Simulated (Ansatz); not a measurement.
One change: `[SH][GeH2][SH]` becomes `[SH][GeH]([SH])[SH]`.

Ansatz, PBE0-D4/def2-TZVP geometries, multiplicity 1. Each molecule was computed in one conformer, which needn't be the lowest.

Scalar relativity is left out up to krypton.

```
                               property  `[SH][GeH2][SH]`
      HOMO energy (PBE/def2-TZVPP) / eV             -6.13
  HOMO energy (ωB97M-V/def2-TZVPP) / eV             -9.50
   HOMO–LUMO gap (PBE0/def2-TZVPP) / eV              6.85
HOMO–LUMO gap (ωB97M-V/def2-TZVPP) / eV             10.92
      LUMO energy (PBE/def2-TZVPP) / eV             -1.42
  HOMO–LUMO gap (B3LYP/def2-TZVPP) / eV              6.30
```

**Question.** What does the change do to each property? (An estimate is asked.)

**Answer.** The calculation gave: 
| property | `[SH][GeH]([SH])[SH]` | shift |
| --- | --- | --- |
| HOMO energy (PBE/def2-TZVPP) / eV | -6.29 | -0.16 |
| HOMO energy (ωB97M-V/def2-TZVPP) / eV | -9.66 | -0.16 |
| HOMO–LUMO gap (PBE0/def2-TZVPP) / eV | 6.62 | -0.23 |
| HOMO–LUMO gap (ωB97M-V/def2-TZVPP) / eV | 10.72 | -0.20 |
| LUMO energy (PBE/def2-TZVPP) / eV | -1.83 | -0.41 |
| HOMO–LUMO gap (B3LYP/def2-TZVPP) / eV | 6.08 | -0.22 |

With PBE0 the HOMO falls by 0.16 eV and the LUMO falls by 0.39 eV, so the gap narrows by about 0.23 eV. PBE moves the HOMO by -0.16 eV and ωB97M-V by -0.16 eV. The zero-point energy changes by 5.2 kJ/mol with +3 modes.

B3LYP here is the variant with VWN-RPA as its local correlation; programs differ in this.
